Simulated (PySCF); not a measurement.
Pt(OH) (HOPt), SMILES [OH][Pt] (connectivity only; charge and spin as stated), neutral, multiplicity 2. The structure is a stationary point at PBE-D3(BJ)/def2-TZVPD. The spin state was assumed, not searched. The def2 effective core potentials stand for the cores of Pt; spin–orbit coupling is left out.

These are PBE-D3(BJ)/def2-TZVPD (PySCF) values and carry that method's errors.

Harmonic wavenumbers (cm⁻¹): 641, 908, 3541. Rotational constants (GHz): 601.3, 9.103, 8.968; symmetry number 1.

### Question
Work out the zero-point energy and the ideal-gas rigid-rotor harmonic-oscillator thermochemistry at 298.15 K and 1 atm.

### Answer
ZPE = ½ Σ hcν = ½ × 5090 cm⁻¹ = 7.28 kcal/mol. H − E(el) = 9.77 kcal/mol. Entropy in cal/(mol K): translation 41.96, rotation 19.42, vibration 0.52, spin 1.38, total 63.28. G − E(el) = -9.10 kcal/mol. Cp = 9.38 cal/(mol K).
